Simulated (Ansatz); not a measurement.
Compare A (`[SnH3][CH2]C1=CC1`) with its isomer B (`C#[C][SnH]([CH3])[CH3]`).

Calculated with Ansatz (gas phase, PBE0-D4/def2-TZVP geometries, no zero-point term in ΔE). CCSD(T)/CBS is the MP2 limit (def2-TZVPP, def2-QZVPP) plus CCSD(T) − MP2 in def2-TZVPP, frozen cores. Functionals use def2-TZVPP. B3LYP here is the variant with VWN-RPA as its local correlation; programs differ in this. Elements past krypton have def2 core potentials. For Sn outer-core shells are correlated without core-valence functions, which leaves a few kJ/mol of doubt a bond. One conformer a species, not always the lowest.

Problem. Which is lower in electronic energy at CCSD(T)/CBS, and by how much? (Estimate.)

Solution. Computed: B, by 153.0 kJ/mol.

Problem. Give E(B) − E(A) in kJ/mol with PBE-D4, B2PLYP, B3LYP-D4, CCSD/def2-TZVPP, MP2/def2-TZVPP, B3LYP, HF/def2-TZVPP. (An estimate is asked.)

Solution. Ansatz gave: PBE-D4 -102.7, B2PLYP -144.0, B3LYP-D4 -128.6, CCSD/def2-TZVPP -148.2, MP2/def2-TZVPP -151.5, B3LYP -132.1, HF/def2-TZVPP -152.6. None reverses the order clearly.

Largest T1 diagnostic: 0.012.

The D4 term adds +3.5 kJ/mol with B3LYP and +1.8 kJ/mol with PBE0; it sums over pairs of atoms, weighted by their polarisabilities, and B3LYP, whose exchange is more repulsive, gets the larger term.
